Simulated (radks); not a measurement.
The numbers below are computed, except where a source is named.
Effect of the nuclear size on the iron ion Fe2+, [Ar] 3d6. Code: a radial shooting solver on a logarithmic mesh with Libxc functionals. Model: Dirac Kohn-Sham, exchange-only LDA, spin-unpolarised, spherical densities, finite nucleus; open shells are shared between the two j in proportion to 2j + 1; Fermi nuclear charge, rms radius 3.7377 fm. The rms radius is varied about that value; shifts are against it.

| rms radius (fm) | total energy shift (eV) | density at nucleus (e/bohr^3) | 1s1/2 shift (meV) | 2s1/2 shift (meV) | 3s1/2 shift (meV) |
|---|---|---|---|---|---|
| 3.2929 | -0.0247 | 1.508e+04 | -10.5 | -0.949 | -0.140 |
| 3.405 | -0.0187 | 1.506e+04 | -7.96 | -0.720 | -0.106 |
| 3.7377 | 0 | 1.5e+04 | 0.000 | 0.000 | 0.000 |
| 3.9732 | 0.0143 | 1.496e+04 | 6.07 | 0.549 | 0.081 |
| 4.4292 | 0.0443 | 1.489e+04 | 18.8 | 1.70 | 0.251 |

Slopes of the eigenvalues against <r^2> in GHz/fm^2, as finite differences over the two radii next to the reference (eigenvalue slopes, not the field-shift constants of lines): 1s1/2 809, 2s1/2 73.2, 3s1/2 10.8.
